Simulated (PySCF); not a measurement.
How methods differ on the ionisation energy of Ti⁷⁺

Ti⁷⁺ [Ne] 3s2 3p3 (4S) → Ti⁸⁺ [Ne] 3s2 3p2 (3P), as a difference of total energies. All numbers are calculated (PySCF 2.14, scalar relativity by spin-free X2C-1e, in an uncontracted even-tempered set (19 s from 0.32 bohr⁻², ratio 2.5; 12 p from 0.42 bohr⁻², ratio 2.5; 5 d from 2.8 bohr⁻², ratio 2.7; 5 f from 4.2 bohr⁻², ratio 2.7)). Correlated levels: outer shells: 1s2 frozen; virtual orbitals above 40 to 60 times the deepest correlated orbital energy dropped. The calculations carry no spin-orbit coupling.

```csv
method,ionisation energy (eV)
UHF,168.41
MP2 (outer shells),168.98
SCS-MP2 (outer shells),168.78
CCSD (outer shells),168.85
CCSD(T) (outer shells),168.85
```

Problem. How much does correlation contribute at CCSD(T) (outer shells)?

Solution. 168.85 − (168.41) = 0.44 eV, measured against UHF.

A first-order spin-orbit estimate (lowest level to lowest level, LS coupling) adds -0.558 eV.

For comparison: 170.5 ± 0.4 eV (semi-empirical (NIST evaluation); NIST Atomic Spectra Database, ionization energies).
